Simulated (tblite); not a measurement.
Species: C₃H₁₂NSi₂ (doublet state).
SMILES: `C[C](C)N([SiH3])[SiH3]`

The geometry is computed with GFN2-xTB (gas phase). This method treats the open shell by occupation alone, without spin polarisation.

Masses are those of the commonest isotopes; rigid-rotor values at the optimised geometry. 

Task: Give the principal moments of inertia and the rotational constants in cm⁻¹.

Result: Ia = 217.88, Ib = 235.68, Ic = 418.04 u·Å²; 505379 MHz·u·Å²/I gives 2320, 2144 and 1209 MHz, that is A = 0.07737, B = 0.07153, C = 0.04033 cm⁻¹.

Task: Classify the top.

Result: An asymmetric top: κ = (2 × 2144 − 2320 − 1209)/(2320 − 1209) = 0.68.

Task: Is it planar, by Δ = Ic − Ia − Ib?

Result: Not planar: Δ = Ic − Ia − Ib = -35.52 u·Å². For a rigid frame Δ = −2 Σ m c², so Σ m c² = 17.76 u·Å² lies off the ab plane: 10.84 from hydrogen and 6.91 from heavier atoms. The atom farthest from that plane is 1.16 Å away.

Task: Give the other two planar moments, Paa and Pbb, and the rms extents of the mass along the axes.

Result: Paa = Σ m a² = (Ib + Ic − Ia)/2 = 217.92 and Pbb = Σ m b² = (Ia + Ic − Ib)/2 = 200.12 u·Å². With the mass M = 118.05 u, the rms extents √(P/M) along a, b and c are 1.36, 1.30, 0.39 Å.

Task: Give the coordinates in the principal-axis frame, origin at the centre of mass.

Result: The sense of each axis is arbitrary; atoms in the order of the calculation.
```tsv
atom	mass (u)	a (Å)	b (Å)	c (Å)
C1	12.000	1.937	1.167	0.458
C2	12.000	1.152	-0.012	0.000
C3	12.000	1.907	-1.209	-0.459
N4	14.003	-0.234	0.003	0.004
Si5	27.977	-1.116	-1.500	0.182
Si6	27.977	-1.082	1.523	-0.184
H7	1.008	2.838	0.834	0.975
H8	1.008	1.357	1.787	1.137
H9	1.008	2.261	1.802	-0.377
H10	1.008	2.810	-0.898	-0.989
H11	1.008	1.306	-1.822	-1.127
H12	1.008	2.227	-1.843	0.377
H13	1.008	-2.444	-1.164	0.686
H14	1.008	-0.387	-2.341	1.129
H15	1.008	-1.242	-2.178	-1.118
H16	1.008	-2.426	1.209	-0.655
H17	1.008	-1.167	2.225	1.107
H18	1.008	-0.348	2.331	-1.156
```

Task: Estimate the classical rotational partition function at 10 K, 100 K and 298.15 K.

Result: Point group C2, symmetry number σ = 2; q = (√π/σ)·√((kT/h)³/(ABC)), k/h = 20836.6 MHz/K: 1090 at 10 K, 34400 at 100 K, 177000 at 298.15 K.

For this open shell read J as N, the rotation without spin; fine and hyperfine splittings come on top. Its GFN2-xTB frequencies are all real (lowest 45 cm⁻¹). These are rigid-rotor constants of the computed structure; measured ground-state constants (B0) also hold zero-point vibration.

Shape of the structure used: `[CH3:1][C:2]([CH3:3])[N:4]([SiH3:5])[SiH3:6]`: C1–C2–N4–Si5 -152°.
